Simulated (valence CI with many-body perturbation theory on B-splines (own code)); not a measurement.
# Hyperfine factors and g values of Ag³⁴⁺

Computed by relativistic CI+MBPT: three valence electrons over a frozen Dirac-Fock core [Ne], a basis of 11 s, 11 p, 10 d, 8 f, 5 g, 2 h functions for each j, with the one-electron correlation potential Σ1, the two-electron term Σ2, the three-electron term Σ3, Breit, model QED; selected CI, second order for the rest, scaled by the run's own slope (own B-spline code, finite nucleus).

No measured spectrum was set against this ion. As an estimate, large intervals hold to a few tenths of a per cent, small ones and those within an open d or f shell to about a per cent.

A/g_I is the dipole constant over the nuclear g factor μ/I (μ in nuclear magnetons, uniformly magnetised nucleus), B/Q the quadrupole constant per barn. Both hold the static response of the core; the bare values leave it out. Large factors of s and p1/2 electrons are usually good to 5 to 10 %; those of open d and f shells near neutrality can be off by tens of per cent, and small factors of p3/2, d and f electrons come from cancelling terms and can be off by a factor of two or in sign, in half-filled shells by more. B is blank for J = 1/2, where it vanishes, and for nearly pure S terms. Energies count from the lowest level.

Levels are named by their leading jj configuration (3d3/2^4 stands for four electrons in 3d with j = 3/2), which in mixed levels can hold well under half, so a name can repeat and another be missing. Letters in brackets count levels of one name in rising energy.

| Level | E (cm⁻¹) | g | A/g_I (MHz) | A/g_I bare | B/Q (MHz/b) | B/Q bare |
| --- | --- | --- | --- | --- | --- | --- |
| (3s^2 3p1/2) J=1/2 | 0 | 0.660 | 267000 | 259000 |  |  |
| (3s^2 3p3/2) J=3/2 | 347300 | 1.329 | 45300 | 45200 | 83300 | 81600 |
| (3s 3p1/2^2) J=1/2 | 652670 | 2.420 | 733000 | 712000 |  |  |
| (3s 3p1/2 3p3/2) J=3/2 [a] | 897320 | 1.688 | 214000 | 209000 | 67500 | 66100 |
| (3s 3p1/2 3p3/2) J=5/2 | 967780 | 1.414 | 240000 | 234000 | 22100 | 21800 |
| (3s 3p1/2 3p3/2) J=3/2 [b] | 1073400 | 0.897 | -28.6 | 1010 | 74300 | 72800 |
| (3s 3p1/2 3p3/2) J=1/2 | 1143400 | 1.147 | -129000 | -123000 |  |  |
| (3s 3p3/2^2) J=5/2 | 1272400 | 1.363 | 170000 | 166000 | 35100 | 34600 |
| (3s^2 3d3/2) J=3/2 | 1385500 | 0.906 | 5870 | 7140 | -3510 | -2710 |
| (3s 3p3/2^2) J=1/2 | 1493400 | 1.756 | 816000 | 791000 |  |  |
| (3s^2 3d5/2) J=5/2 | 1493500 | 1.211 | 58100 | 57500 | 44600 | 44600 |
| (3s 3p3/2^2) J=3/2 | 1534400 | 1.158 | -92100 | -87400 | -24000 | -23400 |
| (3p1/2^2 3p3/2) J=3/2 | 1759500 | 1.243 | 28000 | 29200 | 68700 | 67400 |
| (3s 3p1/2 3d3/2) J=3/2 [a] | 1865900 | 0.520 | -69800 | -66900 | 23000 | 23200 |
| (3s 3p1/2 3d3/2) J=5/2 | 1903200 | 1.075 | 193000 | 188000 | -9960 | -9000 |
| (3s 3p1/2 3d5/2) J=5/2 [a] | 1986800 | 1.221 | 42400 | 42600 | -6760 | -5740 |
| (3p1/2 3p3/2^2) J=3/2 | 2014500 | 1.408 | -39600 | -35500 | -17300 | -16800 |
| (3s 3p1/2 3d3/2) J=1/2 | 2024500 | 0.310 | -305000 | -294000 |  |  |
| (3s 3p1/2 3d3/2) J=3/2 [b] | 2024900 | 1.336 | 122000 | 120000 | 14200 | 14000 |
| (3s 3p1/2 3d5/2) J=7/2 | 2028400 | 1.259 | 150000 | 147000 | -965 | 212 |
| (3s 3p1/2 3d5/2) J=5/2 [b] | 2055600 | 1.355 | 119000 | 117000 | 18100 | 18200 |
| (3p1/2 3p3/2^2) J=1/2 | 2174200 | 0.661 | 242000 | 234000 |  |  |
| (3s 3p1/2 3d5/2) J=5/2 [c] | 2176700 | 0.956 | 46600 | 46000 | 61400 | 60900 |
| (3s 3p1/2 3d5/2) J=3/2 | 2233200 | 1.013 | -50800 | -48100 | 28200 | 28000 |
| (3s 3p3/2 3d5/2) J=9/2 | 2268500 | 1.329 | 115000 | 113000 | 102000 | 101000 |
| (3s 3p3/2 3d3/2) J=5/2 [a] | 2288500 | 1.312 | 125000 | 123000 | 5280 | 4900 |
| (3s 3p3/2 3d3/2) J=3/2 [a] | 2289900 | 1.425 | 185000 | 181000 | -13800 | -14100 |
| (3s 3p3/2 3d3/2) J=1/2 [a] | 2293300 | 2.381 | 433000 | 423000 |  |  |
| (3s 3p3/2 3d3/2) J=7/2 | 2295900 | 1.354 | 135000 | 133000 | 24600 | 24400 |
| (3s 3p3/2 3d5/2) J=3/2 [a] | 2356100 | 1.317 | -42900 | -39300 | -40800 | -40000 |
| (3s 3p3/2 3d5/2) J=5/2 [a] | 2383400 | 1.311 | 170000 | 166000 | -38900 | -37800 |
| (3s 3p3/2 3d3/2) J=3/2 [b] | 2433600 | 1.014 | 2040 | 3410 | -44800 | -43700 |
| (3s 3p3/2 3d5/2) J=7/2 [a] | 2458800 | 1.148 | 31300 | 31700 | 98800 | 97900 |
| (3s 3p3/2 3d3/2) J=5/2 [b] | 2525700 | 0.917 | -38900 | -36300 | 69700 | 69200 |
| (3s 3p3/2 3d3/2) J=1/2 [b] | 2534400 | 0.626 | -112000 | -107000 |  |  |
| (3s 3p3/2 3d5/2) J=7/2 [b] | 2538200 | 1.175 | 68400 | 67400 | 75900 | 75500 |
| (3s 3p3/2 3d5/2) J=1/2 | 2587800 | 0.666 | -16200 | -15400 |  |  |
| (3s 3p3/2 3d5/2) J=3/2 [b] | 2622400 | 1.293 | 193000 | 188000 | 24500 | 24500 |
| (3s 3p3/2 3d5/2) J=5/2 [b] | 2633100 | 1.132 | -57500 | -54100 | -34900 | -33500 |
| (3p3/2^3) J=3/2 | 2682500 | 1.122 | 18600 | 19500 | -76600 | -75000 |

(1) Take the isotope of mass number 107, with I = 1/2, μ = -0.11352 μN. What is the hyperfine structure of (3s 3p1/2^2) J=1/2?

## Answers

(1) From the table A = -166000 MHz. Shifts from the centre of gravity in MHz: F = 0: 124000, F = 1: -41500.
